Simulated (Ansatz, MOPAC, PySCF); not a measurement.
Pair of molecules: H2O (SMILES O) (first 3 atoms) with CHN (SMILES C#N); geometry from B3LYP-D3(BJ)/def2-TZVP, rigid monomers moved along the line of their centres of mass till H3···N5 is 1.90 Å.
(charge 0, multiplicity 1):
```xyz
6

O     -0.14302     0.06523    -0.65726
H      0.79134    -0.06066    -0.84780
H     -0.20066     0.07223     0.30791
C     -0.27260     0.07849     3.34365
N     -0.13245     0.06088     2.20804
H     -0.40433     0.09503     4.40252
```

Counterpoise-corrected where a basis set is named; no monomer relaxation. Rows marked so take none.

Cores are frozen in the correlated methods. CBS: X⁻³ extrapolation of the correlation energy, Hartree–Fock from the larger set. Rows in 3-21G, 6-311+G**, 6-31G* carry no dispersion term and start afresh at each structure (6-31G* with six Cartesian d functions). The state that PM3, PM7 reach isn't checked; PM7 holds dispersion and hydrogen-bond terms.

Run with Ansatz (a program for electronic structure) with Gaussian orbitals; MOPAC for PM3, PM7 (differences of heats of formation); PySCF for 3-21G rows, 6-311+G** rows, 6-31G* rows, the dispersion terms. Each number belongs to the level named beside it.

Other levels give for the interaction energy: PBE/def2-TZVPPD -13.8; B3LYP/def2-TZVPPD -11.4; B3LYP-D3(BJ)/def2-TZVPPD -14.7; wB97M-V/def2-TZVPPD -13.2; CCSD(T)/CBS(aug-cc-pVDZ, aug-cc-pVTZ) -13.7 kJ/mol.

Task: What do these common cheap choices give for the same quantity: PM3, PM7, HF/6-31G*, HF/6-31G* (no counterpoise), BP86/6-31G* (no counterpoise), B3LYP/3-21G (no counterpoise), B3LYP/6-31G*, B3LYP/6-311+G** (no counterpoise)?

Result: PM3 -7.3; PM7 -16.6; HF/6-31G* -4.9; HF/6-31G* (no counterpoise) -8.1; BP86/6-31G* (no counterpoise) -13.4; B3LYP/3-21G (no counterpoise) -28.3; B3LYP/6-31G* -9.7; B3LYP/6-311+G** (no counterpoise) -13.0 kJ/mol. They span -28.3 to -4.9 kJ/mol.
